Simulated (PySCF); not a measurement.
C$_{2}$H$_{6}$Se, charge +1, doublet, at a GFN2-xTB geometry (a state made from the parent by changing its charge; the spin is typed, not shown lowest), with bond 9-3 at 1.6 times its length; DF-TPSS/6-311G** (PySCF).

PySCF was given this input:
```python
from pyscf import gto, scf, dft

mol = gto.Mole()
mol.atom = '''
    C     1.436470   -0.331923    0.772336
    Se    0.017764    0.164309   -0.425847
    C    -1.497411   -0.231766    0.688597
    H     1.393350   -1.403507    0.971916
    H     2.392745   -0.089717    0.313587
    H     1.333710    0.202497    1.716881
    H    -1.448497   -1.264247    1.034894
    H    -2.410755   -0.076873    0.118171
    H    -1.499748    0.822999    2.079217
'''
mol.basis = '6-311g**'
mol.charge = 1
mol.spin = 1
mol.verbose = 4
mol.build()

mf = dft.UKS(mol)
mf.xc = 'tpss'
mf.DIIS = scf.EDIIS
mf = mf.density_fit(auxbasis='def2-universal-jkfit')
mf.kernel()
mf.analyze()
```

What does PySCF print? Leave out banner, timings and long lists.


```
PySCF version 2.14.0

[INPUT] verbose = 4
[INPUT] num. atoms = 9
[INPUT] num. electrons = 51
[INPUT] charge = 1
[INPUT] spin (= nelec alpha-beta = 2S) = 1
[INPUT] symmetry False subgroup None
[INPUT] Mole.unit = angstrom
[INPUT] Symbol           X                Y                Z      unit          X                Y                Z       unit  Magmom
[...]
nuclear repulsion = 185.649060531815
number of shells = 58
number of NR pGTOs = 194
number of NR cGTOs = 116
basis = 6-311g**
ecp = {}

******** <class 'pyscf.df.df_jk.DFUKS'> ********
method = DFUKS
initial guess = minao
damping factor = 0
level_shift factor = 0
DIIS = <class 'pyscf.scf.diis.EDIIS'>
diis_start_cycle = 1
diis_space = 8
diis_damp = 0
SCF conv_tol = 1e-09
SCF conv_tol_grad = None
SCF max_cycles = 50
direct_scf = False
number electrons alpha = 26  beta = 25
XC library pyscf.dft.libxc version 7.1.2
    S. Lehtola, C. Steigemann, M. J. T. Oliveira, and M. A. L. Marques,  SoftwareX 7, 1–5 (2018)
XC functionals = tpss
    J. Tao, J. P. Perdew, V. N. Staroverov, and G. E. Scuseria,  Phys. Rev. Lett. 91, 146401 (2003)
    J. P. Perdew, J. Tao, V. N. Staroverov, and G. E. Scuseria,  J. Chem. Phys. 120, 6898 (2004)
    J. Tao, J. P. Perdew, V. N. Staroverov, and G. E. Scuseria,  Phys. Rev. Lett. 91, 146401 (2003)
    J. P. Perdew, J. Tao, V. N. Staroverov, and G. E. Scuseria,  J. Chem. Phys. 120, 6898 (2004)
radial grids:
    Treutler-Ahlrichs [JCP 102, 346 (1995); DOI:10.1063/1.469408] (M4) radial grids

becke partition: Becke, JCP 88, 2547 (1988); DOI:10.1063/1.454033
pruning grids: <function nwchem_prune>
grids dens level: 3
symmetrized grids: False
atomic radii adjust function: <function treutler_atomic_radii_adjust>
small_rho_cutoff = 0
Set gradient conv threshold to 3.16228e-05
tot grids = 107512
init E= -2478.25660266931

cycle= 1 E= -2480.82304828462  delta_E= -2.57  |g|=  1.4  |ddm|= 1.63
cycle= 2 E= -2480.63967620903  delta_E= 0.183  |g|= 1.06  |ddm|= 0.908
cycle= 3 E= -2480.88003916807  delta_E= -0.24  |g|= 0.257  |ddm|= 0.794
cycle= 4 E= -2480.88003917059  delta_E= -2.52e-09  |g|= 0.257  |ddm|= 8.4e-09
cycle= 5 E= -2480.8800391873  delta_E= -1.67e-08  |g|= 0.257  |ddm|= 5.57e-08
cycle= 6 E= -2480.88003917199  delta_E= 1.53e-08  |g|= 0.257  |ddm|= 5.1e-08
cycle= 7 E= -2480.88003916638  delta_E= 5.61e-09  |g|= 0.257  |ddm|= 1.87e-08
cycle= 8 E= -2480.88003917354  delta_E= -7.16e-09  |g|= 0.257  |ddm|= 2.38e-08
cycle= 9 E= -2480.88003916661  delta_E= 6.93e-09  |g|= 0.257  |ddm|= 2.3e-08
cycle= 10 E= -2480.87818739812  delta_E= 0.00185  |g|= 0.452  |ddm|= 0.159
cycle= 11 E= -2480.71037319457  delta_E= 0.168  |g|= 0.668  |ddm|= 0.722
cycle= 12 E= -2480.88623158169  delta_E= -0.176  |g|= 0.291  |ddm|= 0.731
cycle= 13 E= -2480.88623158003  delta_E= 1.67e-09  |g|= 0.291  |ddm|= 5.66e-09
cycle= 14 E= -2480.88623158256  delta_E= -2.54e-09  |g|= 0.291  |ddm|= 8.34e-09
cycle= 15 E= -2480.88623158301  delta_E= -4.5e-10  |g|= 0.291  |ddm|= 1.5e-09
cycle= 16 E= -2480.88623157696  delta_E= 6.05e-09  |g|= 0.291  |ddm|= 2.05e-08
cycle= 17 E= -2480.88623158883  delta_E= -1.19e-08  |g|= 0.291  |ddm|= 4e-08
cycle= 18 E= -2480.88293079041  delta_E= 0.0033  |g|= 0.267  |ddm|= 0.0377
cycle= 19 E= -2480.88505071153  delta_E= -0.00212  |g|= 0.279  |ddm|= 0.027
cycle= 20 E= -2480.6610069761  delta_E= 0.224  |g|= 0.684  |ddm|= 0.79
cycle= 21 E= -2480.85749845538  delta_E= -0.196  |g|= 0.338  |ddm|= 0.845
cycle= 22 E= -2480.87608359289  delta_E= -0.0186  |g|= 0.291  |ddm|= 0.126
cycle= 23 E= -2480.87608358096  delta_E= 1.19e-08  |g|= 0.291  |ddm|= 3.98e-08
cycle= 24 E= -2480.87608359483  delta_E= -1.39e-08  |g|= 0.291  |ddm|= 4.62e-08
cycle= 25 E= -2480.87608359281  delta_E= 2.03e-09  |g|= 0.291  |ddm|= 6.79e-09
cycle= 26 E= -2480.87608359512  delta_E= -2.32e-09  |g|= 0.291  |ddm|= 7.71e-09
cycle= 27 E= -2480.87608359515  delta_E= -2.32e-11  |g|= 0.291  |ddm|= 6.96e-11
cycle= 28 E= -2480.87608359575  delta_E= -6.03e-10  |g|= 0.291  |ddm|= 2.07e-09
[...]
SCF not converged.
Total Energy =                       -2480.813185061539116
[...]
spin_pop of  1 Se 6py       0.00003
spin_pop of  1 Se 6pz       0.00001
spin_pop of  1 Se 7px       0.00001
spin_pop of  1 Se 7py       0.00014
spin_pop of  1 Se 7pz       0.00004
spin_pop of  1 Se 8px      -0.00000
spin_pop of  1 Se 8py       0.00002
spin_pop of  1 Se 8pz       0.00000
spin_pop of  1 Se 3dxy     -0.00005
spin_pop of  1 Se 3dyz     -0.00005
spin_pop of  1 Se 3dz^2    -0.00003
spin_pop of  1 Se 3dxz     -0.00002
spin_pop of  1 Se 3dx2-y2   -0.00005
spin_pop of  1 Se 4dxy      0.00005
spin_pop of  1 Se 4dyz      0.00136
spin_pop of  1 Se 4dz^2     0.00093
spin_pop of  1 Se 4dxz      0.00006
spin_pop of  1 Se 4dx2-y2    0.00028
spin_pop of  1 Se 5dxy      0.00000
spin_pop of  1 Se 5dyz      0.00001
spin_pop of  1 Se 5dz^2     0.00000
spin_pop of  1 Se 5dxz     -0.00000
spin_pop of  1 Se 5dx2-y2    0.00000
spin_pop of  2 C 1s       -0.00000
spin_pop of  2 C 2s       -0.00178
spin_pop of  2 C 3s       -0.00024
spin_pop of  2 C 4s       -0.00001
spin_pop of  2 C 2px      -0.00277
spin_pop of  2 C 2py      -0.02657
spin_pop of  2 C 2pz      -0.05190
spin_pop of  2 C 3px      -0.00002
spin_pop of  2 C 3py       0.00009
spin_pop of  2 C 3pz      -0.00020
spin_pop of  2 C 4px      -0.00000
spin_pop of  2 C 4py       0.00002
spin_pop of  2 C 4pz       0.00000
spin_pop of  2 C 3dxy      0.00024
spin_pop of  2 C 3dyz      0.00041
spin_pop of  2 C 3dz^2     0.00020
spin_pop of  2 C 3dxz     -0.00006
spin_pop of  2 C 3dx2-y2   -0.00002
spin_pop of  3 H 1s        0.01924
spin_pop of  3 H 2s        0.00011
spin_pop of  3 H 3s        0.00003
spin_pop of  3 H 2px       0.00002
spin_pop of  3 H 2py       0.00004
spin_pop of  3 H 2pz       0.00000
spin_pop of  4 H 1s        0.00042
spin_pop of  4 H 2s       -0.00001
spin_pop of  4 H 3s       -0.00000
spin_pop of  4 H 2px       0.00001
spin_pop of  4 H 2py       0.00000
spin_pop of  4 H 2pz       0.00000
spin_pop of  5 H 1s        0.01425
spin_pop of  5 H 2s        0.00001
spin_pop of  5 H 3s        0.00001
spin_pop of  5 H 2px       0.00001
spin_pop of  5 H 2py       0.00001
spin_pop of  5 H 2pz       0.00001
spin_pop of  6 H 1s        0.00925
spin_pop of  6 H 2s        0.00004
spin_pop of  6 H 3s        0.00007
spin_pop of  6 H 2px       0.00003
spin_pop of  6 H 2py       0.00002
spin_pop of  6 H 2pz      -0.00001
spin_pop of  7 H 1s       -0.00216
spin_pop of  7 H 2s       -0.00009
spin_pop of  7 H 3s        0.00004
spin_pop of  7 H 2px      -0.00000
spin_pop of  7 H 2py      -0.00001
spin_pop of  7 H 2pz      -0.00002
spin_pop of  8 H 1s        0.24848
spin_pop of  8 H 2s        0.00128
spin_pop of  8 H 3s        0.00072
spin_pop of  8 H 2px       0.00001
spin_pop of  8 H 2py       0.00010
spin_pop of  8 H 2pz       0.00019
 ** Mulliken Spin Density (per atom)  **
spin density of  0 C =     -0.01347
spin density of  1 Se =      0.80396
spin density of  2 C =     -0.08260
spin density of  3 H =      0.01945
spin density of  4 H =      0.00042
spin density of  5 H =      0.01429
spin density of  6 H =      0.00941
spin density of  7 H =     -0.00225
spin density of  8 H =      0.25079
 ** Mulliken pop alpha/beta on meta-lowdin orthogonal AOs **
 ** Mulliken pop       alpha | beta **
In total            26.00000 | 25.00000
 ** Mulliken atomic charges   ( Nelec_alpha | Nelec_beta ) **
charge of  0C =     -0.67151  (     3.32902      3.34249 )
charge of  1Se =      1.26868  (    16.76764     15.96368 )
charge of  2C =     -0.41373  (     3.16556      3.24817 )
charge of  3H =      0.19621  (     0.41162      0.39217 )
charge of  4H =      0.20864  (     0.39589      0.39547 )
charge of  5H =      0.18115  (     0.41657      0.40228 )
charge of  6H =      0.17086  (     0.41927      0.40987 )
charge of  7H =      0.18800  (     0.40488      0.40713 )
charge of  8H =     -0.12829  (     0.68954      0.43875 )

WARN: System has nonzero charge 1; the dipole moment is origin-dependent.
Location of origin: [0. 0. 0.]

Dipole moment(X, Y, Z, Debye):  0.92198, -0.95120, -3.49149
```

Convergence was not reached.
